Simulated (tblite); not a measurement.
Species: C₈H₁₀OSi.
Z-matrix (Å and degrees, GFN2-xTB geometry), rows numbered from 1:
```
C 
C   1  1.3274
C   2  1.4580  1  126.42
C   3  1.3936  2  123.04  1    14.40
C   4  1.3811  3  121.50  2   179.37
C   5  1.3849  4  119.86  3    -0.05
C   6  1.3825  5  119.86  4     0.02
C   7  1.3876  6  120.57  5    -0.02
O   8  1.3486  3  118.28  2     0.94
Si  9  1.6235  8  135.06  3   175.06
H   1  1.0767  2  122.81  3     0.64
H   1  1.0764  2  121.20  3  -179.89
H   2  1.0821  1  119.35  3  -178.85
H   4  1.0789  3  119.05  2     0.22
H   5  1.0797  4  120.02  3  -179.89
H   6  1.0799  5  120.40  4  -179.79
H   7  1.0800  6  120.81  5  -179.90
H  10  1.4644  9  110.74  8   -60.26
H  10  1.4543  9   98.97  8  -179.54
H  10  1.4650  9  111.22  8    61.38
```

Computed with GFN2-xTB (tblite): harmonic, unscaled wavenumbers at the GFN2-xTB geometry, gas phase. The method is semi-empirical: single wavenumbers can be off by several per cent or more. Modes of hydrogen on silicon can be 10 to 20 % off. One conformer, not necessarily the lowest.

Harmonic wavenumbers (cm⁻¹): 42.1, 55.7, 112.6, 116.7, 159.4, 206.3, 255.2, 337.6, 400.0, 426.5, 492.6, 524.9, 557.9, 601.9, 620.4, 637.1, 720.4, 723.4, 759.0, 783.8, 790.8, 807.4, 825.0, 870.1, 885.5, 907.3, 921.0, 945.7, 1014.3, 1026.5, 1099.5, 1116.0, 1177.5, 1207.9, 1259.6, 1279.9, 1295.1, 1331.6, 1416.1, 1440.2, 1462.9, 1570.5, 1590.6, 1675.9, 2231.6, 2257.7, 2342.7, 3067.5, 3077.5, 3084.0, 3092.0, 3100.7, 3108.9, 3130.4.

A = 1552, B = 932.1, C = 587.4 MHz; mass 150.050 u (most abundant isotopes); point group C1, symmetry number 1.

Problem. Zero-point energy?

Solution. Half the sum of the wavenumbers: 32472 cm⁻¹ = 92.84 kcal/mol.

Problem. Give the ideal-gas entropy at 500 K and 1 bar in the rigid-rotor, harmonic-oscillator model (classical rotation).

Solution. Translation 43.52, rotation 31.86, vibration 54.59: S = 130.0 cal/(mol K).

Problem. And Cp and H(500 K) − H(0)?

Solution. Cp = 63.45 cal/(mol K), of which vibrations give 55.50 (their classical limit is 54 R = 107.3); H(500 K) − H(0) = 18.14 kcal/mol without the zero-point energy, 14.17 from vibrations.

Problem. Blend soft modes into free rotors: weight 1/[1 + (100 cm⁻¹/ν̃)⁴] for the oscillator and the rest for a rotor with moment μB/(μ + B), μ = h/(8π²ν), B = 10⁻⁴⁴ kg m². What vibrational entropy results?

Solution. 50.35 cal/(mol K) in place of 54.59, which changes −T·S at 500 K by +2.12 kcal/mol.

Problem. How do the functions run with temperature in this model?

Solution. 
| T (K) | S (cal/(mol K)) | Cp (cal/(mol K)) | H − H(0) (kcal/mol) | G − H(0) (kcal/mol) | ln q(vib) |
| --- | --- | --- | --- | --- | --- |
| 100 | 72.1 | 19.0 | 1.34 | -5.86 | 2.01 |
| 200 | 88.4 | 30.0 | 3.77 | -13.92 | 4.76 |
| 300 | 103.0 | 42.6 | 7.40 | -23.50 | 7.53 |
| 800 | 164.3 | 82.1 | 40.26 | -91.17 | 21.53 |
| 1000 | 183.5 | 89.8 | 57.49 | -125.98 | 26.69 |

q(vib) and H(0) count from the zero-point level.

Problem. What must be added to the electronic energy to get the Gibbs energy at 500 K and 1 bar?

Solution. ZPE + [H(500 K) − H(0)] − T·S = 92.84 + 18.14 − 64.99 = 45.99 kcal/mol.

Hindered rotation and anharmonicity are outside this model. Other conformers, if any are populated, would add a mixing term that is left out. The structure is chiral; the term R ln 2 for an equal mix with its mirror image is left out.
